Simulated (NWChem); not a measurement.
System meant: CH4ClFSi; SMILES F[SiH](Cl)C

Here is an NWChem input.

```
start job
memory heap 200 mb stack 900 mb global 1100 mb
geometry units angstroms noautoz
  Si    -0.093071     0.403771    -0.378092
  C      1.349297     1.366102     0.267811
  F     -1.450350     0.939715     0.328436
  Cl     0.111389    -1.586224     0.113039
  H     -0.287810     0.502062    -1.844678
  H      1.237223     2.434919     0.027337
  H      2.288338     1.004996    -0.178489
  H      1.422317     1.260654     1.360829
end
basis spherical
  Si library def2-svp
  C library def2-svp
  F library def2-svp
  Cl library def2-svp
  H library def2-svp
end
dft
  xc pbe0
  iterations 4
  mulliken
end
task dft energy
```

End of the output:

```
    Atom       Charge   Shell Charges
 -----------   ------   -------------------------------------------------------
    1 Si  14    13.51   2.00  1.93  0.65  0.31  5.81  1.22  0.95  0.64
    2 C    6     6.28   1.96  0.59  0.34  1.90  1.44  0.04
    3 F    9     9.21   1.98  1.02  0.77  3.21  2.23  0.01
    4 Cl  17    17.06   2.00  1.96  1.04  0.80  5.82  2.26  3.16  0.02
    5 H    1     1.10   0.65  0.42  0.02
    6 H    1     0.95   0.62  0.26  0.07
    7 H    1     0.95   0.62  0.26  0.07
    8 H    1     0.95   0.62  0.26  0.07

 center of mass
 --------------
 x =  -0.12167463 y =  -0.10355403 z =   0.01950361

 moments of inertia (a.u.)
 ------------------
         547.160308999245          -0.000000000000           0.000000000000
          -0.000000000000         298.214541401677           0.000000000000
           0.000000000000           0.000000000000         755.273835529695

     Multipole analysis of the density
     ---------------------------------

     L   x y z        total         alpha         beta         nuclear
     -   - - -        -----         -----         ----         -------
     0   0 0 0     -0.000000    -25.000000    -25.000000     50.000000

     1   1 0 0      0.716668      0.358334      0.358334      0.000000
     1   0 1 0      0.454586      0.227293      0.227293     -0.000000
     1   0 0 1     -0.205128     -0.102564     -0.102564      0.000000

     2   2 0 0    -28.443184    -84.611464    -84.611464    140.779743
     2   1 1 0      1.599624     -6.827844     -6.827844     15.255312
     2   1 0 1      0.470659     -1.948032     -1.948032      4.366722
     2   0 2 0    -28.315388   -143.752814   -143.752814    259.190241
     2   0 1 1     -0.315640     -0.534574     -0.534574      0.753507
     2   0 0 2    -27.516636    -29.706830    -29.706830     31.897023

 ------------------------------------------------------------------------
 dft energy failed                                                                                  0
 ------------------------------------------------------------------------
 ------------------------------------------------------------------------
  current input line :
    25: task dft energy
 ------------------------------------------------------------------------
 ------------------------------------------------------------------------
 This type of error is most commonly associated with calculations not reaching convergence criteria
 ------------------------------------------------------------------------
 For more information see the NWChem manual at https://nwchemgit.github.io

0:dft energy failed:Received an Error in Communication
```

Question: What is wrong, and how is it mended?

Answer: The run did not converge; its last values are not results. Cause: the SCF was allowed too few iterations. This input runs:
```
start job
memory heap 200 mb stack 900 mb global 1100 mb
geometry units angstroms noautoz
  Si    -0.093071     0.403771    -0.378092
  C      1.349297     1.366102     0.267811
  F     -1.450350     0.939715     0.328436
  Cl     0.111389    -1.586224     0.113039
  H     -0.287810     0.502062    -1.844678
  H      1.237223     2.434919     0.027337
  H      2.288338     1.004996    -0.178489
  H      1.422317     1.260654     1.360829
end
basis spherical
  * library def2-svp
end
dft
  xc pbe0
  iterations 150
  mulliken
end
task dft energy
```
It converges to -889.40854 Ha (PBE0/def2-SVP).
